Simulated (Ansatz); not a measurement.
Compare A (`CC([SiH3])C=N`) with its isomer B (`C[Si]N(C)C`).

Computed with Ansatz on PBE0-D4/def2-TZVP structures; ΔE is electronic, products minus reactants. CCSD(T)/CBS adds triple-zeta CCSD(T) − MP2 to the extrapolated MP2 energy (def2 sets, frozen cores). Functionals use def2-TZVPP. B3LYP here is the variant with VWN-RPA as its local correlation; programs differ in this. Each species was taken in one conformer, which may not be the lowest.

Which is lower in electronic energy at CCSD(T)/CBS, and by how much? (An estimate is asked.)

The calculation gave: B, by 20.9 kJ/mol.

Give E(B) − E(A) in kJ/mol with ωB97M-V, B3LYP-D4, MP2/def2-TZVPP, PBE0-D4, PBE-D4, B3LYP, HF/def2-TZVPP. (Best estimate.)

The calculation gave: ωB97M-V -27.6, B3LYP-D4 -24.3, MP2/def2-TZVPP -18.8, PBE0-D4 -24.9, PBE-D4 -27.3, B3LYP -21.8, HF/def2-TZVPP 2.0. The order is the other way round with HF/def2-TZVPP.

Largest T1 diagnostic: 0.014.

In def2-TZVPP, CCSD(T) changes the Hartree–Fock value by −21.2 kJ/mol (the triples alone add −0.2 kJ/mol) and MP2 by −20.8 kJ/mol.
